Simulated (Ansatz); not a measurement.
Input and output for `[NH2][W]([NH2])(=[S])=[S]`.

```yaml
crystal:
  periodic: [false, false, false]
  atoms:
    - {symbol: N, position_ang: [-1.087458, 1.254349, -0.133632]}
    - {symbol: W, position_ang: [0.221327, -0.102449, -0.555277]}
    - {symbol: N, position_ang: [0.732435, -1.090012, 1.024308]}
    - {symbol: S, position_ang: [-0.672980, -1.470816, -1.919964]}
    - {symbol: S, position_ang: [1.958118, 0.875943, -1.304204]}
    - {symbol: H, position_ang: [-2.083987, 1.106130, -0.173104]}
    - {symbol: H, position_ang: [-0.853880, 2.203271, 0.114529]}
    - {symbol: H, position_ang: [0.278246, -1.936814, 1.329653]}
    - {symbol: H, position_ang: [1.508178, -0.839583, 1.617691]}
basis:
  gaussian: {orbitals: x2c-TZVPPall, fitting: {mean_field: cc-pVTZ-jkfit}}
hamiltonian: {xc: {name: PBE0-DH}, pseudopotentials: {relativity: none}}
output: {forces: true}
```

```sh
$ ansatz run in.yaml --threads 4 --pin off --events-out ev --progress --plain --max-ram 10444MiB
```

Shortened log:

```
Functional definition: PBE0-DH
Error: <dir> the basis set cc-pVTZ-JKFIT has no functions for W
```
